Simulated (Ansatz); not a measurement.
Single points on Be2O3.

```yaml
crystal:
  periodic: [false, false, false]
  atoms:
    - {symbol: Be, position_ang: [-0.811845, 0.667652, -0.013718]}
    - {symbol: Be, position_ang: [1.050142, 0.045997, -0.011076]}
    - {symbol: O, position_ang: [0.460647, 1.379534, -0.047181]}
    - {symbol: O, position_ang: [-1.076501, -0.803860, 0.034961]}
    - {symbol: O, position_ang: [0.377558, -1.289323, 0.037024]}
basis:
  gaussian: {orbitals: def2-TZVP, initial_orbitals: start.molden}
hamiltonian: {xc: {name: PBE-QIDH}}
scf: {omitted_lower_state_checks: [starts]}
```

The file start.molden holds the orbitals of an earlier run on this structure, at another level or in another basis.

```sh
$ ansatz run in.yaml --threads 4 --pin off --events-out ev --progress --plain --max-ram 3916MiB
```

It prints (some lines left out):

```
Functional definition: PBE-QIDH
  name "PBE-QIDH"
  cite "Brémond, Sancho-García, Pérez-Jiménez & Adamo, J. Chem. Phys. 141, 031101 (2014) doi:10.1063/1.4890314"
  cite "Perdew, Burke & Ernzerhof, Phys. Rev. Lett. 77, 3865 (1996) doi:10.1103/PhysRevLett.77.3865"
  parameter a = 3^(-1/3)
  parameter c = 1/3
  exchange = (1 - a)*pbe_x + a*exact_x
  correlation = (1 - c)*pbe_c + c*(mp2_os + mp2_ss)
these checks for a lower state are left out or cut short: starts
923 factors; integrals over basis functions are off by at most 1.0e-3 eV
mean field evaluation 1: about -6929.8669 eV, gradient 1.5e1 eV
mean field evaluation 2: about -6930.1475 eV, gradient 3.6e-1 eV
mean field evaluation 4: about -6930.1653 eV, gradient 2.3e-3 eV
mean field evaluation 8: about -6930.1653 eV, gradient 2.0e-6 eV
mean field -6930.16533490 eV, -254.6788786227 hartree, gradient 2.0e-6 eV, S^2 0.000000; 0 other end points of the search recorded, 0 dependent functions left out
3 core orbitals not correlated: weight in the atoms' cores, before any rotation towards them, 1.000 or more for the frozen orbitals, at most 0.000 for the correlated occupied ones
reference -6930.16535516 eV, -254.6788793674 hartree; 13, 13 occupied and 115, 115 virtual orbitals, 923 factors
second order -25.75896991 eV of doubles, -0.00000000 eV of singles
Total energy: -6938.75167847 eV, -254.9944209289 hartree
Checks for a lower state left out: starts
```

Hardware: 4 threads of Arm Neoverse V1 on a shared host. Wall time 1.2 s.

As the first input, with `hamiltonian: {xc: {name: CAM-B3LYP}, dispersion: d4}`, `output: {orbitals: {seedname: orbitals}}` (abridged; 0.95 s):

```
Functional definition: CAM-B3LYP
mean field -6945.08124449 eV, -255.2270281898 hartree, gradient 9.3e-6 eV, S^2 0.000000
Total energy: -6945.15232359 eV, -255.2296402986 hartree
Checks for a lower state left out: starts
```

The first input with `hamiltonian: {xc: r2scan, dispersion: d4}`, `output: {orbitals: {seedname: orbitals}}` (abridged; 1.3 s):

```
Functional definition: r2SCAN
mean field -6944.16966180 eV, -255.1935281437 hartree, gradient 2.3e-5 eV, S^2 0.000000
Total energy: -6944.18918206 eV, -255.1942455003 hartree
Checks for a lower state left out: starts
```

First input, but with `hamiltonian: {xc: pbe0, dispersion: d4}`, `output: {orbitals: {seedname: orbitals}}` (abridged; 0.85 s):

```
Functional definition: PBE0
mean field -6939.51489078 eV, -255.0224684639 hartree, gradient 1.6e-5 eV, S^2 0.000000
Total energy: -6939.58617123 eV, -255.0250879724 hartree
Checks for a lower state left out: starts
```

First input, but with `hamiltonian: {xc: {name: wB97X-V}}`, `output: {orbitals: {seedname: orbitals}}` (abridged; 2.4 s):

```
Functional definition: wB97X-V
mean field -6945.14274811 eV, -255.2292884064 hartree, gradient 1.5e-5 eV, S^2 0.000000
Total energy: -6945.14274483 eV, -255.2292882858 hartree
Checks for a lower state left out: starts
```

First input, but with `gaussian: {orbitals: def2-SVP, initial_orbitals: start.molden}`, `hamiltonian: {xc: pbe, dispersion: d4}`, `output: {orbitals: {seedname: orbitals}}` (abridged; 0.4 s):

```
Functional definition: PBE
mean field -6930.85712680 eV, -254.7043015061 hartree, gradient 5.4e-5 eV, S^2 0.000000
Total energy: -6930.94375434 eV, -254.7074850095 hartree
Checks for a lower state left out: starts
```

First input, but with `hamiltonian: {xc: pbe, dispersion: d4}`, `output: {forces: true, orbitals: {seedname: orbitals}}` (abridged; 0.8 s):

```
Functional definition: PBE
mean field -6939.77271430 eV, -255.0319433037 hartree, gradient 1.5e-5 eV, S^2 0.000000
Total energy: -6939.85936142 eV, -255.0351275267 hartree
Atom 0 force    -0.000145     0.003563     0.001060 eV/Å
Atom 1 force     0.002253     0.002762     0.001063 eV/Å
Atom 2 force    -0.002669    -0.007999    -0.001080 eV/Å
Atom 3 force    -0.006557     0.003119    -0.000531 eV/Å
Atom 4 force     0.007117    -0.001446    -0.000512 eV/Å
Dipole moment:     0.141821     0.424721    -0.014930 e Å
Checks for a lower state left out: starts
```

Geometry: PBE-D4/def2-TZVP.

Correlated methods freeze 3 core orbitals. The structure holds 1 bond(s) between oxygen atoms. The structure comes from a short search, and lower isomers may exist.
